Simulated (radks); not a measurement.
Values are calculated unless marked as measured or tabulated.
Problem. The table gives one normalised radial function P(r) = r R(r) of Fe in [Ar] 3d6 4s2 (r in bohr). Code: a radial shooting solver on a logarithmic mesh with Libxc functionals. Model: scalar-relativistic Kohn-Sham, PBE, spin-unpolarised, spherical densities, finite nucleus; Fermi nuclear charge, rms radius 3.7377 fm.

r             P
0.003324  0.8328
0.004998  1.1902
0.007516  1.6641
0.0113    2.2515
0.017     2.8998
0.02556   3.4697
0.03844   3.7189
0.05781   3.3834
0.08693   2.4124
0.1307    1.1990
0.1966    0.3493
0.2956    0.0461
0.4446    0.0019
0.6685    0.0000
1.005     0.0000
1.512     0.0000
2.274     0.0000
3.419     0.0000
5.141     0.0000
7.732     0.0000

Which n and l does it have? It may be an empty orbital.

Solution. n = 1, l = 0: the number of nodes gives n - l - 1 = 0, the rise at small r (about r^(l+1)) gives l, and the extent must fit the shell. The curve is that of 1s. 1s: eigenvalue -6998.9 eV, 0 radial nodes, <r> = 0.0585 bohr, 90 % of the charge inside 0.104 bohr.
